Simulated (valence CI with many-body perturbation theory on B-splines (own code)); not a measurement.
Xe23+: magnetic and hyperfine properties of the levels

Calculated by configuration interaction combined with many-body perturbation theory (CI+MBPT): three valence electrons over a frozen Dirac-Fock core [Ar] 3d10, a basis of 11 s, 11 p, 9 d, 7 f, 5 g, 2 h, 1 i functions for each j, with the one-electron correlation potential Σ1, the two-electron term Σ2, the three-electron term Σ3, Breit, model QED; selected CI, second order for the rest (own B-spline code, finite nucleus).

No measured levels were compared; by estimate levels hold to about 250 cm⁻¹ or 0.2 % of their energy and the worst to 1 %, as in measured heavy ions of charge 2 to 7; those with d or f electrons hold less well.

A/g_I is the dipole constant over the nuclear g factor μ/I (μ in nuclear magnetons, uniformly magnetised nucleus), B/Q the quadrupole constant per barn. Both hold the static response of the core; the bare values leave it out. Large factors of s and p1/2 electrons are usually good to 5 to 10 %; those of open d and f shells near neutrality can be off by tens of per cent, and small factors of p3/2, d and f electrons come from cancelling terms and can be off by a factor of two or in sign, in half-filled shells by more. B is blank for J = 1/2, where it vanishes, and for nearly pure S terms. Energies count from the lowest level.

Names give the largest LS component (configuration and term), which can be under half, so a name can repeat, a term be missing and a line seem to break the LS rules; names also repeat where a configuration has a term twice. Letters in brackets count levels of one name in rising energy.

| Level | E (eV) | g | A/g_I (MHz) | A/g_I bare | B/Q (MHz/b) | B/Q bare |
| --- | --- | --- | --- | --- | --- | --- |
| 4s²4p ²P°_1/2 | 0.00 | 0.663 | 97900 | 93600 |  |  |
| 4s²4p ²P°_3/2 | 17.29 | 1.332 | 15500 | 14700 | 29100 | 27700 |
| 4s4p² ⁴P_1/2 | 49.44 | 2.471 | 269000 | 256000 |  |  |
| 4s4p² ⁴P_3/2 | 60.94 | 1.700 | 81600 | 77900 | 23700 | 22500 |
| 4s4p² ⁴P_5/2 | 65.25 | 1.444 | 90900 | 86700 | 1580 | 1500 |
| 4s4p² ²D_3/2 | 72.44 | 0.893 | -6730 | -6390 | 30200 | 28700 |
| 4s4p² ²P_1/2 | 76.31 | 1.151 | -30000 | -28500 |  |  |
| 4s4p² ²D_5/2 | 81.72 | 1.353 | 77300 | 73800 | 24800 | 23600 |
| 4s4p² ²S_1/2 | 93.60 | 1.711 | 304000 | 290000 |  |  |
| 4s4p² ²P_3/2 | 94.52 | 1.262 | -35800 | -34100 | -20700 | -19700 |
| 4s²4d ²D_3/2 | 109.11 | 0.805 | 2950 | 3050 | 6770 | 6460 |
| 4s²4d ²D_5/2 | 112.18 | 1.200 | 7220 | 7080 | 8760 | 8360 |
| 4p³ ²P°_3/2 [a] | 125.05 | 1.354 | 12200 | 11900 | 25300 | 24000 |
| 4p³ ⁴S°_3/2 | 138.16 | 1.445 | -4130 | -3640 | -808 | -766 |
| 4p³ ²D°_5/2 | 138.88 | 1.195 | 34200 | 32700 | -5280 | -5010 |
| 4p³ ²P°_1/2 | 146.33 | 0.664 | 93800 | 89300 |  |  |
| 4s4p4d ⁴F°_3/2 | 147.27 | 0.462 | -30900 | -29400 | 9800 | 9310 |
| 4s4p4d ⁴F°_5/2 | 150.29 | 1.051 | 49200 | 47100 | 4020 | 3830 |
| 4s4p4d ⁴F°_7/2 | 155.54 | 1.255 | 54700 | 52300 | 2400 | 2280 |
| 4s4p4d ⁴P°_5/2 | 156.39 | 1.446 | 51300 | 49200 | 6730 | 6390 |
| 4s4p4d ⁴D°_3/2 | 156.90 | 1.349 | 34300 | 33100 | 1320 | 1250 |
| 4s4p4d ⁴D°_1/2 | 157.52 | 0.335 | -116000 | -110000 |  |  |
| 4p³ ²P°_3/2 [b] | 159.12 | 1.312 | 16700 | 16100 | -20800 | -19800 |
| 4s4p4d ²F°_5/2 [a] | 163.64 | 0.961 | 12000 | 11600 | 15600 | 14900 |
| 4s4p4d ²D°_3/2 [a] | 165.77 | 0.925 | -28900 | -27400 | 1780 | 1730 |
| 4s4p4d ⁴F°_9/2 | 166.67 | 1.332 | 43200 | 41400 | 35600 | 33800 |
| 4s4p4d ⁴P°_1/2 | 169.72 | 2.368 | 172000 | 164000 |  |  |
| 4s4p4d ⁴D°_5/2 | 169.87 | 1.302 | 52800 | 50500 | 1030 | 973 |
| 4s4p4d ⁴P°_3/2 | 170.24 | 1.502 | 65000 | 62200 | -7700 | -7310 |
| 4s4p4d ⁴D°_7/2 | 170.25 | 1.369 | 49700 | 47600 | 3230 | 3090 |
| 4s4p4d ²D°_5/2 [a] | 174.09 | 1.297 | 63900 | 61200 | -11800 | -11200 |
| 4s4p4d ²D°_3/2 [b] | 177.15 | 1.044 | -15800 | -15000 | -8860 | -8420 |
| 4s4p4d ²F°_7/2 [a] | 179.79 | 1.143 | -3730 | -3410 | 35300 | 33600 |
| 4s4p4d ²F°_5/2 [b] | 181.93 | 0.894 | -18000 | -17100 | 23600 | 22500 |
| 4s4p4d ²F°_7/2 [b] | 182.24 | 1.179 | 38900 | 37300 | 23500 | 22300 |
| 4s4p4d ²P°_1/2 [a] | 184.46 | 0.622 | -51800 | -49100 |  |  |
| 4s4p4d ²P°_1/2 [b] | 186.55 | 0.667 | -13400 | -12500 |  |  |
| 4s4p4d ²P°_3/2 [a] | 188.77 | 1.191 | -8570 | -7800 | -10700 | -10200 |
| 4s4p4d ²P°_3/2 [b] | 188.84 | 1.136 | 83100 | 79400 | -2260 | -2140 |
| 4s4p4d ²D°_5/2 [b] | 189.76 | 1.158 | -21700 | -20500 | -16300 | -15500 |

Q: Take the isotope of mass number 131, with I = 3/2, μ = 0.69185 μN and Q = -0.114 b. What is the hyperfine structure of 4s²4p ²P°_1/2?

A: From the table A = 45200 MHz. Shifts from the centre of gravity in MHz: F = 1: -56500, F = 2: 33900.
